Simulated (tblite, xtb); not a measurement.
Br2Ge (SMILES [Br][Ge][Br]), singlet, geometry from GFN2-xTB. Base run: GFN1-xTB in xtb.

Input for xtb:
```
$ xtb mol.xyz --gfn 1 --json

# file mol.xyz
3

Ge     0.01682949     0.00687689     1.03311619
Br     1.00009172    -1.51961211    -0.47860423
Br    -1.01547868     1.51332467    -0.46595914
```

Programs used: tblite, xtb; a row that names a program was run with it.

Each row names what was changed in the base input (with any setting that the change needs).

```
change                                                     ΔE vs base (kcal/mol)  HOMO-LUMO gap (eV)  dipole (D)  G_solv (kcal/mol)  SCF cycles
---------------------------------------------------------  ---------------------  ------------------  ----------  -----------------  ----------
base                                                                       0.000                2.25        2.60                  -          11
alpb = acetonitrile                                                        -5.63                2.27        2.71              -5.66          11
acc = 30                                                                   0.000                2.25        2.60                  -           9
acc = 0.1                                                                  0.000                2.25        2.60                  -          12
program = tblite; method = gfn1; option = (--guess, eeq)                  -0.005                   -           -                  -           -
gbsa = water                                                               -0.70                2.29        2.82              -0.82          11
program = tblite; method = gfn1; option = (--alpb, water)                  -0.95                   -           -                  -           -
program = tblite; method = gfn1                                           -0.005                   -           -                  -           -
etemp = 1000                                                               0.000                2.25        2.60                  -          11
file = coord                                                               0.000                2.25        2.60                  -          11
etemp = 3000                                                              -0.305                2.27        2.63                  -          11
```

ALPB and GBSA are two models with their own fitted parameters for each solvent, which aren't always the measured dielectric constant.
